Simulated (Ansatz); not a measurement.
Two isomers of CH4FNOSi: A = `NC(=O)[SiH2]F`, B = `FC1N[SiH2]O1`.

Program: Ansatz. Geometries: PBE0-D4/def2-TZVP. ΔE: electronic, gas phase. CCSD(T)/CBS adds triple-zeta CCSD(T) − MP2 to the extrapolated MP2 energy (def2 sets, frozen cores). DFT in def2-TZVPP. Each species was taken in one conformer, which may not be the lowest.

A:

```xyz
9

N     1.426   -0.501    0.398
C     0.096   -0.698    0.299
O    -0.468   -1.723    0.643
Si   -1.035    0.657   -0.410
F    -0.164    1.945   -0.820
H     2.010   -1.231    0.777
H     1.847    0.362    0.102
H    -1.704    0.133   -1.619
H    -2.008    1.055    0.630
```

B:

Z-matrix (Å, degrees):
```
C
N 1 1.433
Si 1 2.209 2 51.1
F 1 1.373 2 112.3 3 110.8
O 1 1.402 2 100.3 3 -6.3
H 1 1.094 2 116.4 3 -127.0
H 2 1.004 1 120.7 3 -150.2
H 3 1.481 1 127.0 2 -89.3
H 3 1.485 1 123.7 2 97.4
```

Question: Which isomer does CCSD(T)/CBS put lower? Give the gap. (Estimate.)

Answer: Ansatz gave: A, by 21.4 kcal/mol.

Question: Give E(B) − E(A) in kcal/mol with CCSD(T)/def2-TZVPP, CCSD/def2-TZVPP, ωB97M-V, CCSD(T)/def2-SVP, PBE0-D4, LDA (SPW92), r2SCAN-D4. (Best estimate.)

Answer: Computed: CCSD(T)/def2-TZVPP 20.9, CCSD/def2-TZVPP 20.1, ωB97M-V 20.7, CCSD(T)/def2-SVP 23.4, PBE0-D4 21.1, LDA (SPW92) 18.8, r2SCAN-D4 23.4. None reverses the order clearly.

Question: Does the order hold for the free energy at 298.15 K (harmonic terms from PBE0-D4)? (Best estimate.)

Answer: Ansatz gave: Yes: G(B) − G(A) = +23.7 kcal/mol, for one conformer each.

Largest T1 diagnostic: 0.015.

From BLYP to BHLYP (50 % exact exchange), in def2-TZVPP and without D4, E(B) − E(A) moves by −8.3 kcal/mol. At CCSD(T), def2-SVP lies +2.0 kcal/mol from the extrapolated value and def2-TZVPP −0.5 kcal/mol.
